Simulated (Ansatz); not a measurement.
AlCl, triplet, geometry from GFN2-xTB (such geometries of metal compounds can be far from the true shape) (the spin is typed, not shown lowest). Base run: B3LYP/def2-SV(P) (Ansatz, an electronic-structure program).

Geometry (Å):
```xyz
2

Al     0.0000     0.0000    -1.1720
Cl     0.0000     0.0000     0.8962
```
Charge 0, spin multiplicity 3.
Orbitals are unrestricted.
All else is at Ansatz's defaults.

Each row names what was changed in the base input (with any setting that the change needs).

| change | E (Eh) | SCF-reference <S^2> |
|---|---|---|
| base | -702.37937 | 2.001 |
| functional = blyp | -702.34420 | 2.001 |
| functional = BHLYP | -702.35055 | 2.002 |
| functional = revpbe | -702.21330 | 2.002 |
| functional = B97M-V | -702.16416 | 2.002 |
| functional = PBE0-DH | -702.03584 | 2.002 |
| functional = SVWN5 | -699.81103 | 2.002 |
| functional = pbe0 | -702.08585 | 2.002 |
| functional = b3lyp5 | -702.26441 | 2.001 |
| functional = hse06 | -702.07221 | 2.002 |
| functional = B2GP-PLYP | -701.98975 | 2.002 |
| functional = pbe0; dispersion = d3bj | -702.08715 | 2.002 |
| functional = pbe0; dispersion = d4 | -702.08714 | 2.002 |

Totals shift with the method and basis; they matter in differences.
